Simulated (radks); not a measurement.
Values are calculated unless marked as measured or tabulated.
Q: All-electron atom: the praseodymium ion Pr46+ in [Ne] 3s2 3p1 (the NIST ground configuration). Level of theory: Dirac Kohn-Sham, PBE, spin-unpolarised, spherical densities, finite nucleus; open shells are shared between the two j in proportion to 2j + 1; Fermi nuclear charge, rms radius 4.8919 fm (a radial shooting solver on a logarithmic mesh with Libxc functionals). Some entries of the table are withheld. Estimate them.

orbital      occ.  eigenvalue (eV)  <r> (bohr)
1s1/2           2        -44926.74         (1)
2s1/2           2        -9699.858      0.1010
2p1/2           2        -9375.026         (2)
2p3/2           4        -8876.797         (3)
3s1/2           2        -3906.142      0.2440
3p1/2    0.333333        -3790.377      0.2306
3p3/2    0.666667        -3661.107      0.2395
3d3/2           0              (4)      0.2066
3d5/2           0              (5)      0.2094
4s1/2           0              (6)      0.4524

A: 
(1) 1s1/2 <r> (bohr): 0.02408
(2) 2p1/2 <r> (bohr): 0.08460
(3) 2p3/2 <r> (bohr): 0.09062
(4) 3d3/2 eigenvalue (eV): -3502.863
(5) 3d5/2 eigenvalue (eV): -3471.454
(6) 4s1/2 eigenvalue (eV): -2086.980
